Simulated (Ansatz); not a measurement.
Single points on Cs3I4.

```yaml
crystal:
  periodic: [false, false, false]
  atoms:
    - {symbol: Cs, position_ang: [-1.102133, -3.053788, 1.760630]}
    - {symbol: Cs, position_ang: [-0.698514, 2.316187, 1.328514]}
    - {symbol: Cs, position_ang: [1.981001, 0.647371, -3.056130]}
    - {symbol: I, position_ang: [1.801203, -0.807887, 0.528802]}
    - {symbol: I, position_ang: [0.275782, -2.541335, -1.782102]}
    - {symbol: I, position_ang: [0.432742, 3.619266, -1.891204]}
    - {symbol: I, position_ang: [-2.690071, -0.179813, 3.111489]}
basis:
  gaussian: {orbitals: def2-TZVP, initial_orbitals: start.molden}
magnetization: {spin_polarized: true, initial_magnetization: 1}
hamiltonian: {xc: pbe, dispersion: d4}
scf: {omitted_lower_state_checks: [starts]}
output: {forces: true, orbitals: {seedname: orbitals}}
```

The file start.molden holds the orbitals of an earlier run on this structure, at another level or in another basis.

```sh
$ ansatz run in.yaml --threads 4 --pin off --events-out ev --progress --plain --max-ram 4787MiB
```

Shortened log:

```
Functional definition: PBE
2422 factors; their error is unknown
mean field evaluation 1: about -34058.3281 eV, gradient 5.8e0 eV
mean field evaluation 2: about -34058.4341 eV, gradient 1.5e-1 eV
mean field evaluation 4: about -34058.4062 eV, gradient 6.2e-2 eV
mean field evaluation 8: about -34058.4062 eV, gradient 4.6e-5 eV
mean field -34058.40621701 eV, -1251.6233428581 hartree, gradient 3.7e-6 eV, S^2 0.751790; 0 other end points of the search recorded, 0 dependent functions left out
reference -34058.40632339 eV, -1251.6233467675 hartree; 64, 63 occupied and 223, 224 virtual orbitals, 2422 factors
Total energy: -34058.76152148 eV, -1251.6364000567 hartree
Atom 0 at    -1.102133    -3.053788     1.760630 Å, force    -0.010538     0.068979     0.003530 eV/Å
Atom 1 at    -0.698514     2.316187     1.328514 Å, force     0.002741    -0.023853    -0.009559 eV/Å
Atom 2 at     1.981001     0.647371    -3.056130 Å, force    -0.038501     0.032000     0.043815 eV/Å
Atom 3 at     1.801203    -0.807887     0.528802 Å, force     0.005131     0.014347     0.012991 eV/Å
Atom 4 at     0.275782    -2.541335    -1.782102 Å, force    -0.010434    -0.009668    -0.013215 eV/Å
Atom 5 at     0.432742     3.619266    -1.891204 Å, force     0.021332    -0.044680    -0.010402 eV/Å
Atom 6 at    -2.690071    -0.179813     3.111489 Å, force     0.030269    -0.037124    -0.027160 eV/Å
Dipole moment:     0.933364    -1.244738    -0.377272 e Å
Checks for a lower state left out: starts
```

It took 9.5 s on 4 threads of Intel Xeon 6975P-C on a shared host, peak host memory 0.79 GiB.

First input, but with `gaussian: {orbitals: def2-SVP, initial_orbitals: start.molden}`, `output: {orbitals: {seedname: orbitals}}` (abridged; 6.5 s):

```
Functional definition: PBE
mean field evaluation 16: about -34057.3857 eV, gradient 2.7e-6 eV
mean field -34057.38565204 eV, -1251.5858377873 hartree, gradient 2.7e-6 eV, S^2 0.750922
Total energy: -34057.74096935 eV, -1251.5988954575 hartree
Checks for a lower state left out: starts
```

Geometry: PBE0-D4/def2-SVP.

In the def2 sets Cs, I take a core potential; there is no spin–orbit coupling. In the doublet, I4 and I5 lie 3.27 Å apart (atoms count from 1), so these atoms are partly bonded to each other. Another isomer (doublet) lies 0.12 eV lower at PBE0-D4/def2-TZVP; other spin states weren't run for this one.
